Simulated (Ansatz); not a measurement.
System: CdCl, charge 1, singlet. CdCl+ (SMILES [Cl][Cd+]).
B3LYP-D3(BJ)/def2-TZVP minimum from Ansatz (a quantum-chemistry and plane-wave program):
```xyz
2

Cd     0.0000     0.0000    -0.5928
Cl     0.0000     0.0000     1.6737
```
Charge +1, spin multiplicity 1.

Total energies in def2-TZVPP, 18 correlated electrons, 9 frozen orbitals. UHF or UKS for unpaired electrons; spin-orbit terms are left out. Cores are frozen in correlated methods (noble-gas shells, and filled d and f shells in the p block). Past Kr the def2 sets carry scalar-relativistic core potentials. The spin of CdCl+ ([Cl][Cd+], singlet) was assumed, and the state is the lowest solution found for it.

```tsv
method	program	energy (Eh)	minus CCSDT(Q) (mEh)
HF	Ansatz	-626.12509	603.46
MP2	Ansatz	-626.71674	11.81
CCSD	Ansatz	-626.70624	22.31
CCSD(T)	Ansatz	-626.72788	0.67
CCSDT(Q)	Ansatz	-626.72855	0.00
```

Rough core times of Ansatz's runs on a shared machine: CCSD(T) under 20 s, CCSDT(Q) 8 min.
